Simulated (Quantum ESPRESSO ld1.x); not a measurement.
Q: The mean radii <r> (bohr) of the occupied orbitals of an atom or ion are listed with their occupations. Method: Dirac Kohn-Sham, revPBE, spin-unpolarised, spherical densities, point nucleus; computed with ld1.x of Quantum ESPRESSO 7.5.

orbital  occ.      <r>
1s1/2       2  0.02037
2s1/2       2  0.08588
2p1/2       2  0.07147
2p3/2       4  0.07875
3s1/2       2   0.2249
3p1/2       2   0.2146
3p3/2       4   0.2283
3d3/2       4   0.2013
3d5/2       6   0.2055
4s1/2       2   0.5076
4p1/2       2   0.5167
4p3/2       4   0.5479
4d3/2       4   0.5758
4d5/2       6   0.5869
5s1/2       2    1.230
5p1/2       2    1.367
5p3/2       4    1.462
4f5/2       6   0.7608
4f7/2       5   0.7735

Name the element and its charge. Open shells, if any, fill j = l - 1/2 first.

A: Z = 68, erbium, charge +3: Er3+ in [Xe] 4f11. The 1s radius gives Z: for a bare nucleus <r> = (2 gamma + 1)/(2Z) with gamma = sqrt(1 - (Z/c)^2), 0.02012 bohr for Z = 68, and screening makes it slightly larger (0.02037 here). The occupations add up to 65, and the charge is Z minus that.
